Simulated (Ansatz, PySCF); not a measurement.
H3As, triplet, at the geometry of the source list (a higher spin typed on purpose: for a closed-shell molecule this is an excited state). Base run: B3LYP5/def2-SVPD run with PySCF.

The PySCF input:
```python
from pyscf import gto, scf, dft

mol = gto.M(
    atom='''
As    0.00400000   -0.00260000    0.65880000
H    -0.72090000   -0.97200000   -0.22550000
H    -0.48990000    1.11570000   -0.20830000
H     1.20680000   -0.14110000   -0.22500000
''',
    basis='def2-svpd',
    spin=2,
    verbose=4,
)

mf = dft.UKS(mol)
mf.xc = 'b3lyp5'
mf.kernel()
```

The same geometry, method and basis name were run in Ansatz (a quantum-chemistry and plane-wave program) and PySCF, at each program's defaults and at the settings that a row names. The base is PySCF at its defaults. Differences at the defaults can come from grids, fitting, cores and function types together.

| code and settings | ΔE vs base (µEh) | basis functions | E (Eh) | SCF cycles | dipole (D) |
|---|---|---|---|---|---|
| PySCF, defaults (exact integrals, its default grid, spherical functions) | 0.0 | 62 | -2237.06242 | 20 | 0.04 |
| Ansatz, defaults (factorised integrals, its default grid, spherical functions) | 0.1 | 62 | -2237.06242 | - | - |
| PySCF, density fitting with def2-universal-jkfit | -132 | 62 | -2237.06255 | 20 | 0.03 |
| PySCF, fine grid | -0.2 | 62 | -2237.06242 | 20 | 0.04 |
| Ansatz, high accuracy | -0.2 | 62 | -2237.06242 | - | - |

Open shells are given as the SCF converged; they aren't shown to be the lowest states, and a large step between rows can be another state.
